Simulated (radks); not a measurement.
Values are calculated unless marked as measured or tabulated.
All-electron atom: the cadmium ion Cd5+ in [Ar] 3d10 4s2 4p5 4d8 (not the ground configuration).

Level of theory: scalar-relativistic Kohn-Sham, BLYP, spin-polarised, spherical densities, finite nucleus; open shells are filled with parallel spins first (spin-orbit coupling, left out, can overturn this in heavy ions); Fermi nuclear charge, rms radius 4.6087 fm (a radial shooting solver on a logarithmic mesh with Libxc functionals).

Energy parts (hartree):
total: -5586.08443
kinetic: 5813.10533
electron-nucleus: -13385.35965
Hartree: 2138.50701
exchange-correlation: -152.33712

Orbitals (lengths in bohr, moments of r in powers of bohr; r(max) is where P^2 peaks):
\begin{tabular}{lrrrr}
orbital & occ. & eigenvalue (hartree) & r(max) & <r^4> \\ \hline
1s up & 1 & -977.8586 & 0.01968 & 4.064e-06 \\
1s down & 1 & -977.8487 & 0.01968 & 4.064e-06 \\
2s up & 1 & -147.6512 & 0.1112 & 0.0007171 \\
2s down & 1 & -147.6263 & 0.1112 & 0.0007169 \\
2p up & 3 & -132.8067 & 0.08896 & 0.0005144 \\
2p down & 3 & -132.7829 & 0.08896 & 0.0005143 \\
3s up & 1 & -29.83980 & 0.3238 & 0.03298 \\
3s down & 1 & -29.82047 & 0.3238 & 0.03292 \\
3p up & 3 & -24.97085 & 0.3169 & 0.03512 \\
3p down & 3 & -24.94893 & 0.3170 & 0.03502 \\
3d up & 5 & -17.34814 & 0.2655 & 0.03298 \\
3d down & 5 & -17.32003 & 0.2656 & 0.03283 \\
4s up & 1 & -6.66568 & 0.7901 & 1.042 \\
4s down & 1 & -6.54988 & 0.7892 & 1.049 \\
4p up & 3 & -5.19681 & 0.8355 & 1.467 \\
4p down & 2 & -5.08253 & 0.8351 & 1.491 \\
4d up & 5 & -3.03149 & 0.9365 & 3.337 \\
4d down & 3 & -2.92857 & 0.9391 & 3.527 \\
\end{tabular}

The highest occupied level is 4d down at -79.690 eV. The density falls to 0.001 e/bohr^3 at r = 2.73 bohr. Summed over all electrons, <r^2> = 20.68 bohr^2, which gives a Langevin (diamagnetic) susceptibility term of -16.4 x 10^-6 cm^3/mol. The electron density at the nucleus is 1.638e+05 e/bohr^3 (large components only). Spin moment in Bohr magnetons: 3.
